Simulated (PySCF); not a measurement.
# Correlation energy of Zr (zirconium, neutral)

[Kr] 4d3 5s1, high-spin 5F determinant (an excited configuration). Calculation: PySCF 2.14, in aug-cc-pVDZ-PP with ECP28MDF (5s5p4d2f, 54 functions); a scalar-relativistic core potential. Frozen: 4s2 4p6; 4 electrons correlated.

| level | correlation energy (mhartree) |
| --- | --- |
| CCSD | -31.05 |
| (T) | -0.55 |
| CCSD(T) | -31.60 |

Diagnostics: T1 = 0.013, D1 = 0.0186, largest double amplitude 0.025.

Cost of the coupled-cluster step: roughly 1 core-seconds, for 4 correlated electrons.

Iterations:

```
CC2 = 0
CCSD nocc = (np.int64(4), np.int64(0)), nmo = (50, 50)
frozen orbitals [[0, 1, 2, 3], [0, 1, 2, 3]]
max_cycle = 100
direct = 0
conv_tol = 1e-08
conv_tol_normt = 1e-06
diis_space = 8
diis_start_cycle = 0
Init t2, MP2 energy = -0.0228883910392531
Init E_corr(UCCSD) = -0.0228883910393002
cycle = 1  E_corr(UCCSD) = -0.0284101417313507  dE = -0.00552175069  norm(t1,t2) = 0.0390355
cycle = 2  E_corr(UCCSD) = -0.0299330891176637  dE = -0.00152294739  norm(t1,t2) = 0.0183559
cycle = 3  E_corr(UCCSD) = -0.0310471160354196  dE = -0.00111402692  norm(t1,t2) = 0.0107998
cycle = 4  E_corr(UCCSD) = -0.0310038551483709  dE = 4.3260887e-05  norm(t1,t2) = 0.00335611
cycle = 5  E_corr(UCCSD) = -0.0310501281529983  dE = -4.62730046e-05  norm(t1,t2) = 0.00100202
cycle = 6  E_corr(UCCSD) = -0.0310456298830248  dE = 4.49826997e-06  norm(t1,t2) = 0.000195168
cycle = 7  E_corr(UCCSD) = -0.0310485597623244  dE = -2.9298793e-06  norm(t1,t2) = 5.59332e-05
cycle = 8  E_corr(UCCSD) = -0.0310485686594943  dE = -8.89716995e-09  norm(t1,t2) = 2.58107e-05
cycle = 9  E_corr(UCCSD) = -0.0310481648356282  dE = 4.03823866e-07  norm(t1,t2) = 1.02466e-05
cycle = 10  E_corr(UCCSD) = -0.031048354417096  dE = -1.89581468e-07  norm(t1,t2) = 3.68153e-06
cycle = 11  E_corr(UCCSD) = -0.0310483560480945  dE = -1.63099853e-09  norm(t1,t2) = 7.2772e-07
UCCSD converged
E(UCCSD) = -46.33407019515555  E_corr = -0.03104835604809453
UCCSD(T) correction = -0.000546609959389777
```
